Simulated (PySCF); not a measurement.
**Fractional electron number in Au(2+) (gold, charge +2)**

The 5d beta orbital of [Xe] 4f14 5d9 is emptied in steps (occupation f), with all orbitals relaxed, ending at [Xe] 4f14 5d8. Calculation: PySCF 2.14, in aug-cc-pVDZ-PP with ECP60MDF (5s5p4d2f, 54 functions); scalar relativity through the core potential. The exact energy is a straight line in f; departures are measured from the line between the end points of the same method.

```tsv
f	M06-2X (eV)
1	0.000
0.8	-0.431
0.6	-0.653
0.4	-0.662
0.2	-0.452
0	0.000
```

```
method  E(f=0) − E(f=1) (eV)  −ε at f=1 (eV)  −ε at f=0.4 (eV)
M06-2X                33.064          30.396            33.559
```

Orbital energy along the path (eV):

| f | M06-2X |
| --- | --- |
| 1 | -30.396 |
| 0.8 | -31.429 |
| 0.6 | -32.482 |
| 0.4 | -33.559 |
| 0.2 | -34.676 |
| 0 | -36.047 |

Reference removal energy between the ground levels: 30 ± 1.6 eV (theoretical estimate listed by NIST; NIST Atomic Spectra Database, ionization energies). The calculation has no spin-orbit coupling. The determinant left behind need not be the lowest term of the ion.
